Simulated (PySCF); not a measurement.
Structure from NMR data

The spectra below were simulated for a compound C7H14OSi.

¹H NMR (500 MHz, computed): δ 5.99 (br s, 1H), 5.27 (br s, 1H), 4.57 (m, 1H), 4.55 (m, 1H), 4.36 (m, 1H), 4.03 (m, 1H), 3.79 (m, 1H), 3.49 (m, 1H), 1.84 (s, 3H), 1.40 (m, 1H), 1.18 (m, 1H), 0.46 (m, 1H).

¹³C{¹H} NMR (computed): δ 156.2 (C), 117.8 (CH2), 76.0 (CH2), 70.9 (CH2), 32.1 (CH), 28.1 (CH3), 8.0 (CH2).

Computational details: structure optimised with GFN2-xTB, NMR shieldings at PBE0/pcSseg-1/GIAO, in PySCF 2.14.0 with density-fitted response routines (no solvent model, fast rotation and ring inversion assumed for equivalent nuclei, non-relativistic, one computed conformer).

Referencing at the same level of theory: ¹H, ¹³C against TMS.

Choose the structure that fits.
A. C=C/C(=C\CO[SiH3])CC
B. C=CC(=C)O[Si](C)(C)C
C. C=C1CCCC[C@@H]1O[SiH3]
D. C=C(C)[C@@H]1COCC[SiH2]1
E. C=C(C[SiH3])C(=C)COC

Results:

D. 

1. Rings plus π bonds: 2 (1 ring in the answer).
2. 7 carbon signals for 7 carbons: no two carbons are equivalent.
3. Carbon types of the structure: 1 × C, 1 × CH, 4 × CH2, 1 × CH3, leaving 2 H on heteroatoms.
4. δC 156.2: fully substituted alkene carbon; the olefinic region.
5. δC 117.8: terminal =CH2 carbon; the olefinic region.
6. δC 76.0, 70.9: sp3 CH2 bonded to O; the inductive effect lowers its shielding.
7. δC 8.0: sp3 CH2 bonded to Si; an electropositive neighbour leaves it electron-rich and shielded.
8. δH 1.84: hydrogen on an allylic methyl carbon; allylic position.

The others: C=CC(=C)O[Si](C)(C)C would give 5 carbon signals, not 7; C=C/C(=C\CO[SiH3])CC would give 8 signals for carbon-bound and other non-exchanging H, not 12; C=C(C[SiH3])C(=C)COC would give 8 signals for carbon-bound and other non-exchanging H, not 12; C=C1CCCC[C@@H]1O[SiH3] has carbons computed at 157.7, 116.1, 78.1, 40.1, 34.8, 32.8, 23.9, with a different DEPT pattern.

Shifts are as computed. Against solution values, carbons near 30 ppm lie about +3 ppm off and those near 130 ppm about +5 ppm. Of 1211 compounds with measured shifts, 218 miss one by over three times the rms of a fit or turn the order of signals round; such compounds aren't used in these exercises. No couplings were computed; multiplicities are counted from neighbouring protons, with m where these are inequivalent, close in shift, in a saturated or five-membered ring or joined by F or P, and br s for small geminal =CH2 splittings.
